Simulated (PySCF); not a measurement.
Ga(OH)2(SeH) (GaH3O2Se), SMILES [Ga]([SeH])([OH])[OH].

Geometry optimised at PBE-D3(BJ)/def2-SVP. The structure was generated by enumeration; whether it is a known compound was not checked. One conformer was computed; it need not be the lowest.

All values below come from ωB97X/def2-TZVP in PySCF.

Isolated molecule, no solvent.

Computed frontier levels, gap, dipole moment and polarisability:
| Quantity | Value |
|---|---|
| highest occupied level | -9.79 eV |
| lowest empty level | 0.86 eV |
| orbital gap | 10.65 eV |
| dipole moment | 0.218 e·Å |
| quadrupole, principal values (traceless, Buckingham form, about the centre of nuclear charge) | -1.48, -0.69, 2.16 D·Å |
| mean static polarisability | 59.4 bohr³ (8.80 Å³) |
| polarisability, principal values | 44.4, 57.8, 75.9 bohr³ |
